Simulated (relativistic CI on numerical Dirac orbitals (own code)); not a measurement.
# Slater and spin-orbit integrals, Os LXI

These numbers are calculated, not measured: Dirac-Coulomb-Breit CI, KLI orbitals optimised for each configuration, a model potential for QED, unscaled Slater integrals (own radial code, finite nucleus).

Slater integrals F^k, G^k are unscaled and averaged over j, outside the closed core [Ne]; ζ comes from projecting the Hamiltonian with its Breit term on Σ l·s of the shell.

- 3s²3p⁴: F^2(3p,3p) = 552280, ζ(3p) = 2.1585e+06 cm⁻¹; <r>(3p) = 0.1764, <r^2>(3p) = 0.0361 (bohr units).
- 3s²3p³3d: F^2(3p,3p) = 551960, ζ(3p) = 2.1571e+06, F^2(3p,3d) = 558040, G^1(3p,3d) = 578150, G^3(3p,3d) = 390740, ζ(3d) = 291330 cm⁻¹; <r>(3p) = 0.1765, <r^2>(3p) = 0.03615, <r>(3d) = 0.1567, <r^2>(3d) = 0.02833 (bohr units).
- 3s3p⁵: G^1(3s,3p) = 703500, ζ(3p) = 2.1583e+06 cm⁻¹; <r>(3s) = 0.1795, <r^2>(3s) = 0.03687, <r>(3p) = 0.1765, <r^2>(3p) = 0.03613 (bohr units).

Averages of the first 10 configurations, taken without configuration mixing, which lowers the lowest level and can move excited configurations by several eV; other configurations of the list can lie among them:

| Configuration | Parity | States | Average energy above the lowest level (eV) |
| --- | --- | --- | --- |
| 3s²3p⁴ | even | 15 | 278.0 |
| 3s²3p³3d | odd | 200 | 717.2 |
| 3s3p⁵ | odd | 12 | 756.9 |
| 3p⁶ | even | 1 | 1260.2 |
| 3s3p⁴3d | even | 300 | 1185.7 |
| 3s3p³3d² | odd | 1800 | 1623.8 |
| 3p⁵3d | odd | 60 | 1678.5 |
| 3s²3p²3d4p | odd | 900 | 3713.7 |
| 3s3p³3d4s | odd | 800 | 3985.0 |
| 3p⁵4s | odd | 12 | 4053.9 |
